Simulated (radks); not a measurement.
Values are calculated unless marked as measured or tabulated.
Q: Tb38+, 27 electrons, occupied as [Ar] 3d9 (the NIST ground configuration). Level of theory: non-relativistic Kohn-Sham, LDA (Slater exchange, Perdew-Wang correlation), spin-unpolarised, spherical densities, point nucleus; relativity is left out, which matters for an element this heavy (a radial shooting solver on a logarithmic mesh with Libxc functionals). Some entries of the table are withheld. Estimate them.

orbital  occ.  eigenvalue (Ry)  r(max) (bohr)
1s          2              (1)            (2)
2s          2        -693.0186        0.08464
2p          6        -666.6826        0.06581
3s          2              (3)         0.2322
3p          6        -228.0654            (4)
3d          9              (5)         0.1732

A: 
(1) 1s eigenvalue (Ry): -3696.544
(2) 1s r(max) (bohr): 0.01548
(3) 3s eigenvalue (Ry): -239.5636
(4) 3p r(max) (bohr): 0.2191
(5) 3d eigenvalue (Ry): -207.1655
